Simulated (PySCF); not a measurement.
C₆H₆NO (doublet state).
Structure used (GFN2-xTB), in Å, numbered top down from 1:
```
atom  x, y, z in Å
C1    -1.6338    0.5557    0.0489
C2    -0.8850   -0.1936   -0.7726
C3    -1.1635   -0.2113   -2.1660
N4    -1.3761   -0.2380   -3.2910
C5     0.2134   -1.0640   -0.3512
C6     1.1514   -0.7325    0.5361
C7     1.3297    0.6149    1.1807
O8     1.4627    0.6537    2.4815
H9    -1.5124    0.5108    1.1181
H10   -2.4229    1.1838   -0.3310
H11    0.2473   -2.0290   -0.8420
H12    1.8895   -1.4651    0.8325
H13    0.4975    1.2954    0.8569
H14    2.2015    1.1186    0.6770
```

As a line formula: `C=C(C#N)/C=C\C[O]` [radical].

Theory: UKS B3LYP, pcH-1 on C H N O, non-relativistic, mean-field spin-orbit, GIAO (PySCF 2.14.0). Geometry: GFN2-xTB, one conformer, isolated molecule. The geometry wasn't refined by DFT: couplings that depend on bond lengths, twists or pyramidal angles can differ widely from those at the functional's own minimum. The frame is twisted about the C2–C5 bond at this geometry (dihedral C3–C2–C5–H11 = -40°); couplings at other torsion angles weren't computed.

Output of the driver script. The program numbers atoms from 0.

```
UKS, coarse grid
  cycle   1  E = -361.78717905  |g| = 7.56e-01
  cycle   2  E = -355.53510173  |g| = 2.77e+00
  cycle   3  E = -362.01833017  |g| = 3.61e-01
  cycle   4  E = -362.01682521  |g| = 4.39e-01
  cycle   5  E = -362.09119554  |g| = 1.55e-01
  cycle   6  E = -362.09806981  |g| = 1.20e-01
  cycle   7  E = -362.10359176  |g| = 5.38e-02
  cycle   8  E = -362.10513031  |g| = 1.92e-02
  cycle   9  E = -362.10532917  |g| = 5.23e-03
  cycle  10  E = -362.10536211  |g| = 2.68e-03
  cycle  11  E = -362.10538514  |g| = 2.37e-03
  cycle  12  E = -362.10541436  |g| = 1.85e-03
  cycle  13  E = -362.10548526  |g| = 1.33e-03
  cycle  14  E = -362.10553226  |g| = 9.38e-04
  cycle  15  E = -362.10554453  |g| = 6.86e-04
  cycle  16  E = -362.10554984  |g| = 5.71e-04
UKS, final grid
  cycle   1  E = -362.10555045  |g| = 9.59e-04
  cycle   2  E = -362.10554976  |g| = 1.96e-03
  cycle   3  E = -362.10555137  |g| = 3.59e-04
  cycle   4  E = -362.10555154  |g| = 2.26e-04
  cycle   5  E = -362.10555267  |g| = 1.65e-04
  cycle   6  E = -362.10555309  |g| = 1.18e-04
  cycle   7  E = -362.10555333  |g| = 1.10e-04
  cycle   8  E = -362.10555349  |g| = 4.98e-05
  cycle   9  E = -362.10555353  |g| = 3.13e-05
  cycle  10  E = -362.10555353  |g| = 1.80e-05
E = -362.10555353 Eh   <S^2> = 0.7541 (exact 0.7500)
g shifts (ppm)      1          2          3
  rmc          -269       -269       -269
  gc            -10         25         45
  oz_so           7       5767      42943
  total        -273       5523      42719
hyperfine (MHz)  atom isotope    a_iso     a_fc   dipolar eigenvalues
    0   13C       1.62       1.62     -1.48     -1.06      2.54
    1   13C       0.30       0.30     -1.24     -0.70      1.94
    2   13C      -0.63      -0.63     -0.43     -0.13      0.56
    3   14N       0.09       0.09     -0.22     -0.17      0.39
    4   13C       0.58       0.58     -1.51     -0.36      1.87
    5   13C      -7.14      -7.14     -1.30     -0.85      2.15
    6   13C     -45.32     -45.32     -8.44      3.67      4.78
    7   17O     -47.17     -47.17   -248.53    123.66    124.87
    8    1H       1.23       1.23     -2.99     -1.23      4.22
    9    1H      -0.80      -0.80     -1.29     -0.76      2.05
   10    1H      -1.20      -1.20     -1.23     -0.93      2.16
   11    1H       2.53       2.53     -3.14     -2.82      5.95
   12    1H     283.05     283.05     -9.45     -3.84     13.29
   13    1H     244.09     244.09     -8.25     -4.31     12.57
```

The run flagged its g tensor. What set off the flag, and which results does it touch?

The largest g shift is +0.043, past the limit of 0.03 at which the run flags a species of elements up to argon. The orbital-Zeeman/spin–orbit term is second order, a sum of spin–orbit matrix elements over excitation energies, so it grows and becomes less reliable as an excited state comes close; a shift of this size calls for a check with another method. The contact and dipolar couplings don't rest on that expansion, but they belong to the state that the SCF found, and a close-lying state with the spin in another orbital would have other couplings; no stability test was run.

Where is the spin in this solution (atoms counted from 1)?

The largest Mulliken spin populations are on O8 (+0.82), H13 (+0.11), H14 (+0.11) and C7 (-0.08). No atom but O8 exceeds +0.15. The positive populations add up to 1.08 and the negative ones to -0.08, together 2S = 1. ⟨S²⟩ = 0.7541 against the exact 0.7500, so spin contamination is small. 

Average a_iso over equivalent nuclei, turn it into first-order splittings with g = 2.0023, and give the multiplets for abundant isotopes (0.05 mT or more).

| nuclei (from 1) | isotope | I | position | a_iso (MHz) | \|a\| (mT) | splits into |
| --- | --- | --- | --- | --- | --- | --- |
| H13/H14 | 1H | 1/2 | 2 bonds from O8 | 263.6 | 9.40 | 1:2:1 triplet |
| H12 | 1H | 1/2 | 3 bonds from O8 | 2.5 | 0.09 | 1:1 doublet |

Nuclei that the bonding pattern makes equivalent are averaged, as if the motion that swaps them (rotation, inversion, ring flip) were fast. The 1H value of +263.6 MHz is a mean of couplings from 244.1 to 283.0 MHz in this one geometry, not an average over conformers.

Time: 2.3 min (with the writing of density and orbital grids); peak memory 1.1 GiB. Hardware: Arm Neoverse N1, one thread, shared host.
